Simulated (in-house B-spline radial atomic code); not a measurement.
Radial electron density of F⁻, [He] 2s2 2p6. Method: non-relativistic CAM-B3LYP, spin-polarised, spherical fractional occupations, exact exchange averaged over the configuration, point nucleus. Calculated with an all-electron radial atomic-structure program (B-spline basis).

Columns: r (bohr), 4πr²n(r) (electrons per bohr), bar.

```
 0.00692   0.2384 #
 0.00814   0.3227 #
 0.00957   0.4347 ##
  0.0113   0.5875 ###
  0.0132   0.7747 ####
  0.0156    1.036 #####
  0.0183    1.358 ######
  0.0215     1.77 ########
  0.0253    2.289 ##########
  0.0298    2.929 #############
  0.0351    3.696 #################
  0.0412    4.565 #####################
  0.0485    5.553 #########################
   0.057    6.593 ##############################
  0.0671    7.636 ###################################
  0.0789    8.571 #######################################
  0.0928    9.287 ##########################################
   0.109    9.659 ############################################
   0.128    9.598 ############################################
   0.151    9.043 #########################################
   0.178    8.053 #####################################
   0.209    6.832 ###############################
   0.246    5.594 #########################
   0.289    4.651 #####################
    0.34    4.199 ###################
     0.4    4.312 ####################
    0.47    4.864 ######################
   0.553    5.588 #########################
   0.651    6.155 ############################
   0.765    6.306 #############################
     0.9    5.948 ###########################
    1.06    5.146 #######################
    1.25    4.083 ###################
    1.46    3.048 ##############
    1.72    2.084 #########
    2.03    1.326 ######
    2.38   0.8125 ####
     2.8   0.4676 ##
     3.3   0.2536 #
    3.88   0.1308 #
    4.56  0.06285
```

On this grid the curve has 2 maxima, near 0.109, 0.765 bohr.

The 2p up radial function P(r) = rR(r), positive near the nucleus:

```csv
r (bohr),P
0.00692,0.0009083
0.00957,0.001717
0.0132,0.003213
0.0183,0.006037
0.0253,0.01119
0.0351,0.02063
0.0485,0.03716
0.0671,0.06569
0.0928,0.1129
0.128,0.1862
0.178,0.2962
0.246,0.4392
0.34,0.603
0.47,0.7533
0.651,0.8398
0.9,0.8203
1.25,0.6973
1.72,0.5234
2.38,0.3458
3.3,0.2012
4.56,0.1019
```
